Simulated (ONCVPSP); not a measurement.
Before and after: ONCV potential for Pt (Z = 78)

```json
{
  "Element": "Pt",
  "Generator": "ONCVPSP 4.0.1",
  "Type": "optimised norm-conserving Vanderbilt (ONCV)",
  "Functional": "revPBE",
  "Relativity": "fully relativistic",
  "Frozen core": "[Kr] 4d10 4f14",
  "Valence charge": "18",
  "Reference configuration": "5s2 5p6 5d9 6s1",
  "Partial waves": "5s+6s: rc 1.50 bohr, ncon 4, nbas 9, qcut 6.7 1/bohr, 2 projectors; 5p: rc 1.20 bohr, ncon 4, nbas 9, qcut 7.2 1/bohr, 2 projectors, debl 1.1 Ha; 5d: rc 2.10 bohr, ncon 4, nbas 9, qcut 5.9 1/bohr, 2 projectors, debl 0.6 Ha",
  "Local potential": "polynomial inside 0.95 bohr (lpopt 5, dvloc0 0 Ha)",
  "Core correction": "Teter function, fcfact 2, rcfact 1.6"
}
```

Open shells are filled in proportion to 2j + 1.

In the p channel the program set the typed energies aside and used -1.907, 0.250 Ha (j = l + 1/2; the other j can differ).

Change: local potential polynomial inside 0.95 bohr (lpopt 5, dvloc0 -1 Ha).

Cutoffs: the cutoffs (Ha) at which the residual kinetic energy of the hardest occupied pseudo-wave falls to 1 and 0.1 mHa per electron; they do not see the model core or the augmentation charge, which bear on the density cutoff. Errors are all-electron minus pseudo energies relative to the spin-unpolarised reference configuration.

Question: What does the change do?

Answer: The potential gets neither clearly harder nor softer (102 Ha and 187 Ha → 102 Ha and 187 Ha); the lowest positive-energy flag moves from s at 17.2 eV to s at 0.9 eV; the number of tests with a reliable result goes from 4 to 3; of the 3 tests that both files solve, the error grows in 2 and shrinks in 1 by more than 15 % and 0.3 meV (median size 1.3 → 1.7 meV); the range in which the s phases agree widens (upper end 0.6 → at the end of the scan); neither file shows a bound ghost.

```csv
quantity,base,changed
"cutoff, loose",102 Ha,102 Ha
"cutoff, tight",187 Ha,187 Ha
bound ghosts,none,none
GHOST(+) flags under 300 eV,"s at 17.2 eV, d5/2 at 213.5 eV","s at 0.9 eV, d5/2 at 207.5 eV"
tests with a reliable result,4 of 4,3 of 4
"error for 5s2 5p6 5d9 6s0, meV [ΔE 9.09 eV]",-1.3,-1.7
"error for 5s2 5p6 5d8 6s0, meV [ΔE 28.99 eV]",-0.6,-1.4
"error for 5s2 5p5 5d9 6s1, meV [ΔE 63.07 eV]",-87,-53
s: phases at 1.52 bohr within 0.05 rad from the reference energy up to (Ha; the scan ends near 5),0.6,to the end of the scan
p3/2: phases at 1.22 bohr within 0.05 rad from the reference energy up to (Ha; the scan ends near 5),to the end of the scan,to the end of the scan
p1/2: phases at 1.22 bohr within 0.05 rad from the reference energy up to (Ha; the scan ends near 5),to the end of the scan,to the end of the scan
d5/2: phases at 2.13 bohr within 0.05 rad from the reference energy up to (Ha; the scan ends near 5),to the end of the scan,to the end of the scan
d3/2: phases at 2.13 bohr within 0.05 rad from the reference energy up to (Ha; the scan ends near 5),to the end of the scan,to the end of the scan
"rms error of d²Exc/dni dnj with the model core, mHa",3.64,3.63
```
